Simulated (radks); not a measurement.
Values are calculated unless marked as measured or tabulated.
Species: Gd59+. Configuration: [He] 2s2 2p1 (the NIST ground configuration). Code: a radial shooting solver on a logarithmic mesh with Libxc functionals. Model: Dirac Kohn-Sham, exchange-only PBE, spin-unpolarised, spherical densities, point nucleus; open shells fill j = l - 1/2 first.

Normalised radial functions P(r) = r R(r) (large component), r in bohr:

r,1s1/2
0.001208,1.5155
0.001663,1.9533
0.00229,2.4901
0.003154,3.1269
0.004343,3.8457
0.005981,4.5967
0.008237,5.2825
0.01143,5.7586
0.01575,5.8083
0.02169,5.2856
0.02986,4.1759
0.04113,2.7166
0.05664,1.3535
0.07799,0.4672
0.1083,0.0929
0.1491,0.0095
0.2053,0.0004
0.2828,0.0000
0.3894,0.0000
0.5363,0.0000

1s1/2: eigenvalue -56311 eV, 0 radial nodes, <r> = 0.0218 bohr, 90 % of the charge inside 0.0395 bohr.
